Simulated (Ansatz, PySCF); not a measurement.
Isomers of C2H2F2: 1 is FC(=C)F, 2 is F/C=C\F; one conformer of each (the lowest of an xTB search), B3LYP-D3(BJ)/def2-TZVP minima.
Isomer 1 (charge 0, multiplicity 1):
```xyz
6

C     -0.35120     0.64167    -0.05441
C      0.27871    -0.50917     0.04317
F      0.54107    -1.14159     1.17469
F      0.74676    -1.21130    -0.97519
H     -0.51867     1.08005    -1.02439
H     -0.69669     1.14035     0.83612
```
Isomer 2 (charge 0, multiplicity 1):
```
atom    x (Å)    y (Å)   z (Å)
----  -------  -------  ------
F     -1.3751   1.0645  0.1911
C     -0.6610  -0.0686  0.1590
C      0.6599  -0.0786  0.1749
F      1.3902   1.0435  0.2244
H     -1.2532  -0.9709  0.1192
H      1.2392  -0.9899  0.1492
```

No zero-point or thermal terms.

Frozen-core correlation.

Run with Ansatz (Gaussian basis) for Hartree–Fock, density functionals and correlated methods; PySCF for the dispersion terms. Each number belongs to the level named beside it.

```
level                        electronic energy of isomer 2 less that of isomer 1 (kcal/mol)
---------------------------  --------------------------------------------------------------
PBE/def2-TZVPP                                                                         9.91
B97M-V/def2-TZVPP                                                                     10.75
B3LYP-D4/def2-TZVPP                                                                    9.36
PBE0-D3(BJ)/def2-TZVPP                                                                10.38
CAM-B3LYP/def2-TZVPP                                                                   9.88
CAM-B3LYP-D3(BJ)/def2-TZVPP                                                            9.88
CAM-B3LYP-D4/def2-TZVPP                                                                9.88
wB97X-V/def2-TZVPP                                                               (withheld)
SCS-MP2/cc-pVDZ                                                                  (withheld)
```

Complete the blanks.


- wB97X-V/def2-TZVPP, electronic energy of isomer 2 less that of isomer 1 (kcal/mol): 10.12
- SCS-MP2/cc-pVDZ, electronic energy of isomer 2 less that of isomer 1 (kcal/mol): 11.73

Ansatz is a quantum-chemistry and plane-wave program.
